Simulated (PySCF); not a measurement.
SiH2FBr, SMILES F[SiH2]Br. Heavy atoms are numbered as in [SiH2:1]([F:2])[Br:3]. Hydrogens are named by the atom that carries them.

The structure is a stationary point at PBE0-D3(BJ)/def2-TZVP.

Level of theory: B3LYP/pcSseg-2 run with PySCF.

GIAO shieldings, no solvent; atoms alike by connectivity are averaged. δ = σ(ref) − σ: ²⁹Si against TMS (σ = 325.2 ppm); ¹⁹F against CFCl3 (σ = 159.6 ppm); ¹H against TMS (σ = 31.68 ppm), references at their B3LYP-D3(BJ)/def2-TZVP geometries, non-relativistic (without spin–orbit terms, shifts of atoms bonded to Cl or Br come out too high).

Computed chemical shifts:
```tsv
nucleus	atoms	count	δ (ppm)
²⁹Si	Si1 (SiH2)	1	-4.0
¹⁹F	F2	1	-179.2
¹H	H on Si1	2	5.99
```
